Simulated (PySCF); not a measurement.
Ca(F)2 cation (CaF2), SMILES [F][Ca][F] (connectivity only; charge and spin as stated), charge +1, multiplicity 2.

Coordinates come from a TPSSh-D3(BJ)/def2-TZVP optimisation. The spin state was assumed, not searched. The isomer is the one that the SMILES or the coordinates give; other isomers of the formula were not compared.

These are PySCF with CAM-B3LYP/def2-TZVPD values and carry that method's errors.

Gas-phase values at a fixed geometry.

```
Quantity                                                           Result
------------------------------------------------  -----------------------
total energy                                           -877.10714 hartree
point group                                                           C2v
α spin, highest occupied and lowest empty level       -18.08 and -6.62 eV
β spin, highest occupied and lowest empty level       -17.52 and -9.61 eV
dipole moment about the centre of nuclear charge                   9.23 D
mean static polarisability                           23.1 bohr³ (3.42 Å³)
polarisability, principal values                   12.4, 18.8, 37.9 bohr³
⟨S²⟩                                              0.759 (pure state 0.75)
```
